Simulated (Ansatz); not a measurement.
```yaml
crystal:
  periodic: [false, false, false]
  atoms:
    - {symbol: Si, position_ang: [-0.937070, 1.577031, -0.394436]}
    - {symbol: Si, position_ang: [0.326003, -2.355450, 1.585956]}
    - {symbol: Cl, position_ang: [4.029778, -1.874232, 2.490290]}
    - {symbol: Cl, position_ang: [-0.111816, -5.248064, -1.018511]}
    - {symbol: H, position_ang: [-3.319412, 1.295475, -1.261513]}
    - {symbol: H, position_ang: [-0.274691, 3.771911, 1.082853]}
    - {symbol: H, position_ang: [0.825828, 2.149202, -2.670984]}
basis:
  gaussian: {orbitals: cc-pVTZ-DK}
magnetization: {spin_polarized: true, initial_magnetization: 1}
hamiltonian: {xc: {name: PBE0-DH}}
```

```sh
$ ansatz run in.yaml --threads 4 --pin off --events-out ev --progress --plain --max-ram 10444MiB
```

Output, abridged:

```
Functional definition: PBE0-DH
1012 factors; integrals over basis functions are off by at most 8.9e-4 eV
mean field evaluation 1: about -40911.7771 eV, gradient 2.8e1 eV
mean field evaluation 2: about -40911.7935 eV, gradient 2.7e1 eV
mean field evaluation 4: about -40819.8342 eV, gradient 5.3e1 eV
mean field evaluation 8: about -40895.0728 eV, gradient 6.2e1 eV
mean field evaluation 16: about -40925.5592 eV, gradient 2.6e-1 eV
mean field evaluation 64: about -40923.9033 eV, gradient 5.4e0 eV
mean field evaluation 96: about -40923.8766 eV, gradient 4.5e0 eV
mean field evaluation 160: about -40925.4316 eV, gradient 2.3e0 eV
mean field evaluation 192: about -40922.6694 eV, gradient 4.7e0 eV
mean field evaluation 224: about -40925.2530 eV, gradient 2.1e-3 eV
mean field evaluation 288: about -40924.5370 eV, gradient 3.7e-4 eV
mean field -40925.56337055 eV, -1503.9867135245 hartree, gradient 4.4e-6 eV, S^2 3.531330; 12 other end points of the search recorded, 0 dependent functions left out
20 core orbitals not correlated: weight in the atoms' cores, before any rotation towards them, 1.000 or more for the frozen orbitals, at most 0.000 for the correlated occupied ones
reference -40925.56340353 eV, -1503.9867147367 hartree; 13, 12 occupied and 145, 146 virtual orbitals, 1012 factors
second order -16.30595913 eV of doubles, -0.00000000 eV of singles
Total energy: -40927.60164843 eV, -1504.0616188549 hartree
Relativity: scalar
```

In this input the coordinates are in bohr but typed as ångström. Self-consistency was reached. The result belongs to that input, not to the molecule as meant.
